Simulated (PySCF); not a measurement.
Si(H)(F)(Br)(vinyl) (C2H4BrFSi), SMILES C=C[SiH](F)Br.

Coordinates come from a PBE-D3(BJ)/def2-SVP optimisation. The structure was generated by enumeration, and PubChem lists no compound with its InChIKey, so it may never have been made. One conformer was computed; it need not be the lowest.

Calculation: M06-2X/def2-TZVP in PySCF.

Q: Estimate the frontier levels, gap, dipole moment and polarisability. (Estimate from the structure and the level; the computed values follow.)

A: 
```
Item                                                                                                           Result
---------------------------------------------------------------------------------------------  ----------------------
highest occupied level                                                                                       -9.57 eV
lowest empty level                                                                                           -0.29 eV
orbital gap                                                                                                   9.28 eV
dipole moment                                                                                                  2.25 D
quadrupole, principal values (traceless, Buckingham form, about the centre of nuclear charge)  -4.73, -1.07, 5.80 D·Å
mean static polarisability                                                                       66.8 bohr³ (9.91 Å³)
polarisability, principal values                                                               54.8, 57.8, 87.9 bohr³
```
